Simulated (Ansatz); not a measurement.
The cluster AlCu₂⁺, relaxed as a quintet with UKS PBE-D4/def2-TZVP in Ansatz, starting from the PBE-D4/def2-TZVP geometry of the charge +1 singlet. Force threshold 0.02 eV/Å.

At PBE-D4/def2-TZVP a singlet of charge 1 lies 4.62 eV below the quintet, each at its own geometry. The structure comes from a short search, and lower isomers may exist.

Start:

| atom | x (Å) | y (Å) | z (Å) |
| --- | --- | --- | --- |
| Cu1 | 2.209 | 0.486 | -0.393 |
| Cu2 | -2.209 | -0.486 | 0.393 |
| Al3 | 0.000 | 0.000 | 0.000 |

Question: Estimate the energy that the relaxation releases and the steps that it takes.

Answer: 107.8 kJ/mol, in 20 steps; 1.8 min on 2 threads of Arm Neoverse V2 on a shared host. The force fell under the threshold at step 5, but the optimiser went on and released 0.789 eV more. No frequencies were taken in this run, so the end may be a saddle point.

Question: Does the start keep its bonding and symmetry?

Answer: Bonds formed: Cu1–Cu2 (atoms count from 1). Point group D∞h at the start, C2v at the end, both within 0.05 Å.

Question: Predict the relaxed structure.

Answer: 
Cartesian coordinates in Å:
```
Cu 1.129 0.442 -0.865
Cu -1.426 -0.121 -0.410
Al 0.297 -0.322 1.275
```
Bond lengths (bridged metal pairs left out): 2 × Al–Cu 2.42 Å; 1 × Cu–Cu 2.66 Å.
